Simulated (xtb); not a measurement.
H4HfO4, charge +1, doublet, at the geometry of the source list (GFN-xTB shapes and energies of metal compounds can be far from the true ones) (the multiplicity is a formal guess).

Input for xtb:
```
$ xtb mol.xyz --gfn 2 --chrg 1 --uhf 1 --etemp 10000 --json

# file mol.xyz
9

Hf     0.03150000    -0.21370000    -0.03530000
O      1.54540000    -0.43880000    -1.10870000
H      2.14800000     0.31340000    -1.13200000
O      0.44270000     0.01220000     1.77320000
H      0.34870000     0.93750000     2.02920000
O     -0.61720000     1.44510000    -0.60730000
H     -1.08080000     1.38450000    -1.45360000
O     -1.31010000    -1.51260000    -0.15670000
H     -1.50840000    -1.92750000     0.69120000
```

Q: What partial charges in atom order does xtb with GFN2-xTB give?

A: Hf1 1.08, O2 -0.42, H3 0.41, O4 -0.43, H5 0.41, O6 -0.44, H7 0.40, O8 -0.41, H9 0.41

Q: What total energy (a free energy at this electronic temperature) does GFN2-xTB give?

A: -19.452643 Ha
